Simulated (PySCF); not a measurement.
## Basis and Hamiltonian dependence of the excitation energy of Kr⁺

Kr⁺ [Ar] 3d10 4s2 4p5 (2P) → Kr⁺ [Ar] 3d10 4s2 4p4 5s1 (4P). All values are computed (PySCF 2.14, energy differences of UHF-based or UKS calculations, no spin-orbit coupling). Values in eV.

| basis | Hamiltonian | functions | UHF | PBE | PBE0 | MP2 (valence) | CCSD(T) (valence) |
| --- | --- | --- | --- | --- | --- | --- | --- |
| aug-cc-pVDZ-PP with ECP10MDF | ECP | 32 | 13.425 | 13.730 | 13.904 | 13.610 | 13.554 |
| ANO-RCC-VTZP | spin-free X2C | 43 | n/a | 17.201 | 17.439 | n/a | n/a |
| aug-cc-pwCVDZ-PP with ECP10MDF | ECP | 48 | 13.422 | 13.723 | 13.897 | 13.633 | 13.572 |
| aug-cc-pVTZ-DK | spin-free X2C | 59 | 13.413 | 13.775 | 13.943 | 13.807 | 13.801 |
| aug-cc-pVTZ-PP with one added diffuse shell each of s, d, f type with ECP10MDF | ECP | 68 | 13.374 | 13.686 | 13.868 | 13.779 | 13.771 |
| aug-cc-pwCVTZ-PP with ECP10MDF | ECP | 96 | 13.384 | 13.699 | 13.878 | 13.797 | 13.792 |
| def2-QZVPPD | non-relativistic | 98 | 13.550 | 13.918 | 14.083 | 14.045 | 14.061 |
| x2c-QZVPPall with one added diffuse shell each of s, p, d, f type | spin-free X2C | 113 | 13.447 | 13.796 | 13.963 | 13.934 | n/a |
| dyall-av3z | non-relativistic | 144 | 13.530 | n/a | n/a | 13.932 | 13.923 |

Frozen in the all-electron rows: valence: [Ar] 3d10; with a core potential, the same shells as far as they lie outside it.

Non-relativistic rows lack the scalar-relativistic shift.
